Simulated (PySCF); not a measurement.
Breaking a bond: ICl, singlet.

Computed with: UKS-LDA (SVWN5) = unrestricted LDA (SVWN5)/def2-SVP, def2 effective core potentials past Kr (PySCF 2.14.0); UCCSD(T) = CCSD(T) on UHF/def2-SVP, 9 core orbitals frozen, def2 effective core potentials past Kr in PySCF; RKS-BLYP = restricted BLYP/def2-SVP, def2 effective core potentials past Kr in PySCF.

Energies are in mEh, each relative to the lowest point of its own curve near equilibrium.

```
R / Å  UKS-LDA (SVWN5)    UCCSD(T)    RKS-BLYP
-----  ---------------  ----------  ----------
1.75             266.7       293.3       295.2
1.84             163.5       183.4       186.9
1.96              77.4        90.6        94.7
2.09              27.5        35.5        38.9
2.16              13.0        18.6        21.4
2.26               2.1         5.1         6.8
2.31               0.0  (withheld)         2.9
2.40               0.1         0.0         0.0
2.45               1.7         0.7         0.1
2.52               5.5  (withheld)         1.9
2.67              17.1        13.2  (withheld)
2.89              37.5  (withheld)        25.4
3.12              56.7        48.7        42.7
3.44              76.4        59.9           —
3.79        (withheld)  (withheld)           —
4.19             101.3        62.9           —
4.57             107.1        63.4           —
5.07             110.3        63.8           —
5.60             111.1        64.0           —
6.23             111.4        64.0           —
6.86             111.5        64.1           —
8.12             111.5        64.1           —
9.16             111.6        64.1           —
```

Complete the blanks.


- 2.31, UCCSD(T): 1.8
- 2.52, UCCSD(T): 3.1
- 2.67, RKS-BLYP: 9.6
- 2.89, UCCSD(T): 31.7
- 3.79, UKS-LDA (SVWN5): 91.0
- 3.79, UCCSD(T): 62.5

A dash means that the run gave no value there, or that the column was ended at a point which the program doubted or which failed a test of continuity chosen for this set; such a test can also cut sound points.

The unrestricted determinant behind UKS-LDA (SVWN5) is spin-contaminated at 2.89 to 9.16 Å (<S²> up to 1.0, against 0.00 for a pure singlet). The unrestricted determinant behind UCCSD(T) is spin-contaminated at 2.67 to 9.16 Å (<S²> up to 1.0, against 0.00 for a pure singlet). The restricted form behind RKS-BLYP keeps the bonding electrons paired and can't separate into open-shell fragments.
